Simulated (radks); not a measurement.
Problem. The mean radii <r> (bohr) of the occupied orbitals of an atom or ion are listed with their occupations. Method: scalar-relativistic Kohn-Sham, PBE, spin-polarised, spherical densities, point nucleus; computed with a radial shooting solver on a logarithmic mesh with Libxc functionals.

orbital  occ.      <r>
1s up       1  0.01578
1s down     1  0.01578
2s up       1  0.06646
2s down     1  0.06646
2p up       3  0.06055
2p down     3  0.06055
3s up       1   0.1716
3s down     1   0.1716
3p up       3   0.1737
3p down     3   0.1737
3d up       5   0.1575
3d down     5   0.1575
4s up       1   0.3770
4s down     1   0.3770
4p up       3   0.4026
4p down     3   0.4026
4d up       5   0.4225
4d down     5   0.4225
5s up       1   0.8308
5s down     1   0.8309
4f up       7   0.4410
4f down     7   0.4410
5p up       3   0.9485
5p down     3   0.9478
5d up       5    1.241
5d down     5    1.229
6s up       1    2.187
6s down     1    2.157
6p up       3    3.016

Name the element and its charge. Open shells, if any, are filled with parallel spins first.

Solution. Z = 83, bismuth, charge 0: Bi in [Hg] 6p3. The 1s radius gives Z: for a bare nucleus <r> = (2 gamma + 1)/(2Z) with gamma = sqrt(1 - (Z/c)^2), 0.01561 bohr for Z = 83, and screening makes it slightly larger (0.01578 here). The occupations add up to 83, and the charge is Z minus that.
